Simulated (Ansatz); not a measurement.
A structure relaxed at r2SCAN-D4/def2-TZVP in Ansatz, charge 0, quartet:

Cartesian coordinates in Å:
```
Co -0.001 0.001 0.002
S 0.996 1.702 0.883
H 2.235 1.169 0.878
S -0.995 -1.700 -0.884
H -2.236 -1.171 -0.880
```

(1) Give its formula, name or SMILES and point group.

(2) Summarise the bond lengths by kind (pairs closer than 1.2 times the sum of covalent radii, bridged metal pairs left out).

Results:

(1) Co(SH)2 (CoH₂S₂). Point group C2h (tolerance 0.1 Å).

(2) 2 × Co–S 2.16 Å; 2 × H–S 1.35 Å. The metal has 2 neighbours: S 2.16 Å, S 2.16 Å.

The relaxation made no stability test and no search for a lower SCF solution.
